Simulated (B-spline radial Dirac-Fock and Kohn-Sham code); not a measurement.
**V²⁺: photoemission with 277 eV photons**

System: the V²⁺ ion, [Ar] 3d3.

Input of the calculation (task.json; shells as n, l, electrons):

```json
{"items": [{
  "Z": 23,
  "q": 2,
  "cfg": [[1, 0, 2], [2, 0, 2], [2, 1, 6], [3, 0, 2], [3, 1, 6], [3, 2, 3]],
  "A": 51,
  "rrms": 3.6002,
  "do": ["binding", "quiet", "photo"],
  "hv": [32.0, 41.7, 45.6, 46.6, 51.0, 64.4, 70.0, 93.3, 277.0, 386.0, 547.0, 704.0, 722.0, 761.0, 1460.0, 3330.0, 3780.0, 18400.0, 30800.0, 42900.0, 43200.0, 77200.0, 104000.0, 113000.0]
}]}
```

Run with: `python xray_run.py task.json out`

These are calculated numbers from a radial finite-basis atomic code; the model is Dirac-Hartree-Slater photoionisation with all multipoles and Dirac-Fock thresholds. The asymmetry parameter β is from the dipole term alone. Kinetic energies are from the vacuum level. Open shells are spread statistically over j, without multiplet splitting.

| subshell | electrons | binding (eV) | kinetic (eV) | σ (kb) | β |
| --- | --- | --- | --- | --- | --- |
| 3s | 2 | 101.3 | 175.7 | 147 | 2.00 |
| 3p1/2 | 2 | 69.70 | 207.3 | 183 | 1.58 |
| 3p3/2 | 4 | 68.88 | 208.1 | ? | ? |
| 3d3/2 | 1.2 | 27.21 | 249.8 | 49.5 | 1.26 |
| 3d5/2 | 1.8 | 27.15 | 249.8 | 73.5 | 1.26 |

Question: What are σ and β for 3p3/2?

Answer: σ = 366 kb, the largest of all subshells and 45 % of the total, and β = 1.58.

Run: 2.1 s of CPU time on 1 thread of Intel(R) Xeon(R) Platinum 8488C (shared host), peak memory 0.38 GiB.
